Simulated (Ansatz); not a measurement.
Reaction (cleavage of the Si–Si bond): `N[SiH2][SiH2]S` + `[OH][GeH3]` → `S[SiH2][O][GeH3]` + `N[SiH3]`

Calculated with Ansatz (gas phase, PBE0-D4/def2-TZVP geometries, no zero-point term in ΔE). CBS: MP2 limit from def2 TZ/QZ plus the TZ coupled-cluster correction, frozen cores. This one scheme is used for every species. DFT in def2-TZVPP. B3LYP here is the variant with VWN-RPA as its local correlation; programs differ in this. HSE06 is defined as in plane-wave codes. For Ge outer-core shells are correlated without core-valence functions, which leaves a few kJ/mol of doubt a bond. Scalar relativity is left out up to krypton. Each species was taken in one conformer, which may not be the lowest.

Q: Is it downhill or uphill in electronic energy at CCSD(T)/CBS, and by how much? (Best estimate.)

A: Computed: Downhill: ΔE = -122.3 kJ/mol.

Q: What do these levels give: BLYP-D4, CAM-B3LYP-D4, B3LYP, HSE06, SCS-MP2/def2-TZVPP, HF/CBS(def2)? (Best estimate.)

A: The calculation gave: BLYP-D4 -115.1, CAM-B3LYP-D4 -127.5, B3LYP -121.1, HSE06 -104.4, SCS-MP2/def2-TZVPP -134.4, HF/CBS(def2) -148.2 kJ/mol.

Largest T1 diagnostic among the species: 0.012.

Leaving LDA and LC-ωPBE aside and taking each functional with its dispersion term where it has one, the values, not all of them listed here, spread over 35.2 kJ/mol, from BHLYP-D4 to revPBE-D4. LDA lies −4.4 kJ/mol from PBE without D4. From BLYP to BHLYP (50 % exact exchange), in def2-TZVPP and without D4, ΔE moves by −16.7 kJ/mol.
